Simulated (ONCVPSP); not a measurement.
# Plane-wave convergence, ONCV potential for phosphorus (P)

```json
{
 "Element": "P",
 "Generator": "ONCVPSP 4.0.1",
 "Type": "optimised norm-conserving Vanderbilt (ONCV)",
 "Functional": "PBEsol",
 "Relativity": "scalar-relativistic",
 "Frozen core": "[Ne]",
 "Valence charge": "5",
 "Reference configuration": "3s2 3p3",
 "Partial waves": "3s: rc 1.15 bohr, ncon 3, nbas 7, qcut 7 1/bohr, 1 projector; 3p: rc 1.65 bohr, ncon 5, nbas 8, qcut 5.5 1/bohr, 1 projector",
 "Local potential": "polynomial inside 0.75 bohr (lpopt 5, dvloc0 0 Ha)",
 "Core correction": "polynomial model core, fcfact 0.25"
}
```

Problem. For each optimised wave give the share of its norm inside rc, the residual kinetic energy above qcut (Ha) and the cutoffs (Ha) for errors of 10, 1, 0.1 and 0.01 mHa per electron.

Solution.

| wave | norm inside rc | residual KE | 10 mHa | 1 mHa | 0.1 mHa | 0.01 mHa |
| --- | --- | --- | --- | --- | --- | --- |
| 3s | 0.126 | 6.9e-04 | 7.9 | 23.1 | 94.6 | 199.3 |
| 3p | 0.259 | 2.7e-05 | 3.0 | 4.6 | 11.4 | 54.4 |

The occupied waves need 23 Ha and 95 Ha for 1 and 0.1 mHa. Note: ghosts flagged at negative energy: s at -38.3 eV; no localised positive-energy state flagged. A true bound ghost makes a file unfit for plane-wave use.
